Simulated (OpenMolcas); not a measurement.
Mn4+ (d3) in a complex was computed by SS-CASPT2, IPEA 0.25 Eh, imaginary shift 0.1 Eh with the d shell active (OpenMolcas, ANO-RCC-VDZP on the metal). Its lowest spin-free states, and all those of the highest spin:

```csv
2S+1,Degeneracy,E (cm-1)
2,2,0
4,1,620
2,2,6480
2,1,7230
4,1,8810
4,1,9320
2,2,10490
2,1,10900
4,2,12160
2,2,16070
2,1,16660
2,1,17070
4,2,27530
4,1,31220
4,2,51530
```

Is the site octahedral, tetrahedral or cube-like, axial, or of lower symmetry?

The states with 2S+1 = 4 have orbital degeneracies 1, 1, 1, 2, 2, 1, 2. There are pairs but no triples, so the site is axial: not cubic, but with a proper or improper axis of order three or more. The run had Mn4+ with 3 ligands (oxide) in trigonal planar coordination (D3h) at 1.71 Å. A charge of +0.667 e stands 2.8 Å behind each ligand. Ligand basis ANO-RCC-VDZP.

Roots that are degenerate in the reference are averaged as groups; the widest CASPT2 spread within a group is 360 cm-1 (the 2-fold group of multiplicity 2 near 36900 cm-1 above the lowest state of its run). Shifts and gaps below about the spread of the groups concerned are not significant. Over all roots computed the reference weight is 0.65 to 0.69; a low but even weight reflects the number of correlated electrons. An orbital doublet at a regular site is open to a Jahn-Teller distortion, which this geometry leaves out. The least metal-like active orbital is 75 % on the metal (Löwdin) and no ligand orbital is active, so the numbers are rough. The oxide ions are held by bare point charges, a crude embedding. Ligand-to-metal charge-transfer states are missing. With no ligand orbital active B as a rule stays too high, so bands that hang on it stand too high and its fall with covalency is understated. No measured value stands beside these numbers; the geometry is a model, was not optimised and need not be the one that this ion takes.
